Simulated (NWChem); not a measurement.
Species: thionyl fluoride (SOF2); SMILES O=S(F)F

Results from NWChem. Coordinates come from a PBE0/def2-SVP optimisation. Level: PBE0/def2-SVP with SMD (1 M gas to 1 M solution), gas-phase geometry.

For solvent n-hexane:

```yaml
cavity-dispersion-structure term (kcal/mol): -0.7
dipole in solution (D): 1.94
```

Question: What are these values for solvent water?

Answer: The cavity-dispersion-structure term (kcal/mol) comes out as 1.7 and the dipole in solution (D) is 2.16.
